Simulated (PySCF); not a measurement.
## Dipole response of Sc²⁺ (scandium, charge +2)

[Ar] 3d1, 2D determinant. Computed with PySCF 2.14 in aug-cc-pVTZ with one added diffuse shell each of s, p, d, f, g type (9s8p6d4f3g, 118 functions), with the non-relativistic Hamiltonian (point nucleus). Coupled (time-dependent) response in atomic units; α is the mean over directions.

| method | mean α (bohr³) | α xx, yy, zz | C₆ (like pair) | S(−4) |
| --- | --- | --- | --- | --- |
| PBE0 | 4.800 | 5.614, 5.614, 3.171 | 14.00 | 24.55 |

S(−4) is the Cauchy moment in α(ω) = α(0) + S(−4) ω² + …

α(iu) at PBE0:

```csv
u (hartree),α(iu) (bohr³)
0,4.800
0.0500,4.740
0.100,4.582
0.200,4.144
0.300,3.728
0.500,3.098
0.750,2.529
1.00,2.087
1.50,1.451
2.00,1.039
3.00,0.5867
5.00,0.2528
```

A single London oscillator, α(iu) = α/(1 + u²/ω²), gives C₆ = (3/4) ω α². Matching the computed C₆ needs ω = 4 × 14.00 / (3 × 4.800²) = 0.810 hartree.

For an ion, C₆ is the dispersion term alone; charge-induced terms of lower order in 1/R come first.

The components differ because the open shell of this determinant is not spherical; for a pure term their mean is the scalar polarisability.
